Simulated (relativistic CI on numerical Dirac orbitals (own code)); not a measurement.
Method of calculation: Dirac-Coulomb-Breit CI, separate exchange-only KLI orbitals for each configuration, QED by a radiative potential, valence Slater integrals scaled by 0.85, configuration energies shifted to the measured levels that pair with them (semi-empirical) (own radial code, finite nucleus).

Configuration list (outside the closed core [Ar]): 3d10, 3d9.4s, 3d9.4p, 3d9.4d, 3d9.5s, 3d9.5p, 3d9.4f, 3d8.4s2, 3d9.5d, 3d8.4s.4p, 3d9.5f, 3d9.5g, 3d8.4p2, 3d8.4s.4d. Levels of other configurations are missing.

Configurations whose levels could be paired with our table of measured levels were shifted onto them, all but the ground configuration, by the median error of their levels; single terms can still be off by 1,000 to 2,000 cm⁻¹ or more, and rates follow the energies as ν³ (E1, M1) or ν⁵ (E2). The others borrow a shift and can be off by several thousand cm⁻¹ or more. 34 of the 51 excited levels that our extract of the measured tables holds in this range could be paired (the sources list more); they are missed by 249 cm⁻¹ on average and 2889 at most, after the shifts were fitted to these levels, and levels without a partner can miss by more.

Outline of the computed level scheme of Ge V. Lowest level of each configuration: 3d10 1S_0 at 0.0000 eV; 3d9.4s 3D_3 at 29.0509 eV; 3d9.4p 3P°_2 at 40.2048 eV; 3d9.4d 3S_1 at 56.6900 eV; 3d9.5s 3D_3 at 60.8501 eV; 3d8.4s2 3F_4 at 64.3331 eV; 3d9.5p 3P°_2 at 64.8539 eV.

Some strong electric-dipole decays among the lowest 45 levels: 3d9.4p 1P°_1 → 3d10 1S_0 (8.1e+09 s⁻¹); 3d9.4d 3G_5 → 3d9.4p 3F°_4 (7.7e+09 s⁻¹); 3d9.4p 3D°_1 → 3d10 1S_0 (7.7e+09 s⁻¹); 3d9.4d 3G_4 → 3d9.4p 3F°_3 (7.2e+09 s⁻¹); 3d9.4d 3F_4 → 3d9.4p 3D°_3 (6.5e+09 s⁻¹); 3d9.4d 3S_1 → 3d9.4p 3P°_2 (5.9e+09 s⁻¹); 3d9.4d 3P_2 → 3d9.4p 3P°_2 (5.4e+09 s⁻¹); 3d9.4d 3F_4 → 3d9.4p 1F°_3 (5.3e+09 s⁻¹).

LS names give the leading component of a level, which can be under half, so a name can repeat, a term be missing and a line seem to break the LS rules.
